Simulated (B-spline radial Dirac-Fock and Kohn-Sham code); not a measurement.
## How the settings move the core levels of Pd³⁺

ΔSCF core binding energies without Breit or QED terms, calculated with a radial B-spline solver. Keys: rel is the Hamiltonian (dirac, or spin-free x2c and nr, where L3 and M5 stand for the whole 2p and 3d shells), method is hf or an exchange,correlation pair (spin-unpolarised, also for the hole states), nuc the nuclear model, radius_factor scales its radius, rmax is the box in bohr, h the logarithmic mesh step, order the B-spline order, points the quadrature points per cell, c_factor scales the speed of light, and damp, ndamp, maxit and tol steer the iteration. The run stops when the commutator error falls below 10·tol·max(1, Z/10), or the numerical noise floor, and the energy has settled to about 1e-8 Ha; the virial ratio is −V/T.

Base input:

```json
{"items": [{"Z": 46, "q": 3, "cfg": [[1, 0, 2], [2, 0, 2], [2, 1, 6], [3, 0, 2], [3, 1, 6], [3, 2, 10], [4, 0, 2], [4, 1, 6], [4, 2, 7]], "A": 106, "rrms": 4.5318, "do": "settings", "holes": ["K", "L3", "M5"],
  "settings": [{"rel": "dirac", "method": "hf", "nuc": "fermi", "radius_factor": 1.0, "rmax": 45.0, "h": 0.3, "order": 8, "points": 10, "c_factor": 1.0, "maxit": 60, "damp": 0.5, "ndamp": 3, "tol": 1e-08}]}]}
```

The ground state converged in 10 iterations, with total energy -5042.28489 Ha, virial ratio 1.95723 and highest orbital energy -48.86 eV. ΔSCF binding energies: K (1s) 24475.2 eV, L3 (2p3/2) 3231.9 eV, M5 (3d5/2) 386.7 eV.

Changes from the base run:

| changed setting | Δ total energy (Ha) | Δ K (eV) | Δ L3 (eV) | Δ M5 (eV) | iterations |
| --- | --- | --- | --- | --- | --- |
| tol = 1e-06 | 0.00000 | 0.00 | 0.00 | 0.00 | 8 |
| method = "rpbe,pbe" | -2.51167 | +25.31 | -16.32 | -1.48 | 10 |
| radius_factor = 2.0 | +0.25908 | -3.00 | +0.02 | 0.00 | 10 |
| c_factor = 2.0; damp = 0.8; tol = 1e-06 | +81.02289 | -552.33 | +3.42 | +5.58 | 9 |
| rmax = 30.0 | 0.00000 | 0.00 | 0.00 | 0.00 | 10 |
| radius_factor = 2.0; order = 5; c_factor = 2.0 | ? | ? | ? | ? | ? |
| c_factor = 2.0 | +81.02289 | -552.33 | +3.42 | +5.58 | 10 |

**Question.** What does the change radius_factor = 2.0; order = 5; c_factor = 2.0 do?

**Answer.** The total energy moves by +81.18921 Ha and the binding energies by K -554.26 eV, L3 +3.44 eV, M5 +5.59 eV; the run takes 10 iterations.
